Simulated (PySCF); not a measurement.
**I²⁺: excitation energy**

I²⁺ [Kr] 4d10 5s2 5p3 (4S) → I²⁺ [Kr] 4d10 5s1 5p4 (4P), as a difference of total energies. Calculation: PySCF 2.14, in x2c-TZVPPall with one added diffuse shell each of s, p, d, f type (9s7p5d3f, 76 functions); scalar relativity by spin-free X2C-1e. Correlated levels: valence: [Kr] 4d10 frozen. The calculations carry no spin-orbit coupling.

```tsv
method	excitation energy (cm⁻¹)
UHF	89818
MP2 (valence)	89460
SCS-MP2 (valence)	89378
CCSD (valence)	86009
CCSD(T) (valence)	85267
```

The coupled-cluster amplitudes are large for the upper state (T1 above 0.03 or a double amplitude above 0.15), so a single reference is strained.
